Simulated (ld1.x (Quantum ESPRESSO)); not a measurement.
## An all-electron radial function and its pseudo partner (aluminium)

Columns: radius, all-electron u(r) and pseudo u(r) of the 3p shell (level -3.04 eV) of aluminium in the configuration [Ne] 3s1.5 3p1.5; PBE, scalar-relativistic, TM scheme, ld1.x (Quantum ESPRESSO) 7.5.

| r (bohr) | all-electron | pseudo |
| --- | --- | --- |
| 0.140 | 0.1163 | -0.0047 |
| 0.280 | 0.2090 | -0.0186 |
| 0.420 | 0.2126 | -0.0413 |
| 0.560 | 0.1581 | -0.0719 |
| 0.700 | 0.0756 | -0.1096 |
| 0.840 | -0.0161 | -0.1529 |
| 0.980 | -0.1069 | -0.2004 |
| 1.120 | -0.1916 | -0.2505 |
| 1.260 | -0.2674 | -0.3013 |
| 1.400 | -0.3337 | -0.3511 |
| 1.540 | -0.3906 | -0.3981 |
| 1.680 | -0.4387 | -0.4408 |
| 1.820 | -0.4784 | -0.4780 |
| 1.960 | -0.5099 | -0.5088 |
| 2.100 | -0.5336 | -0.5327 |
| 2.240 | -0.5505 | -0.5500 |
| 2.380 | -0.5611 | -0.5609 |
| 2.520 | -0.5663 | -0.5663 |
| 2.660 | -0.5667 | -0.5667 |
| 2.800 | -0.5632 | -0.5632 |
| 2.940 | -0.5562 | -0.5562 |
| 3.080 | -0.5465 | -0.5465 |
| 3.220 | -0.5344 | -0.5344 |
| 3.360 | -0.5206 | -0.5206 |
| 3.500 | -0.5053 | -0.5053 |
| 3.640 | -0.4890 | -0.4890 |

Task: How many radial nodes do the two functions have?

Result: The all-electron 3p function has n − l − 1 = 1; the pseudo-wave has 0, since the states of the same l below it are removed with the core.

Task: At about which radius was the pseudo-wave matched?

Result: 2.80 bohr. The columns agree to 0.0005 from 2.24 bohr on; several derivatives are matched, so the curves merge somewhat inside the radius.

Task: Is the pseudo-wave norm-conserving?

Result: Yes: the TM scheme keeps the norm inside the radius equal to the all-electron one, which fixes the energy derivative of the logarithmic derivative at the level.
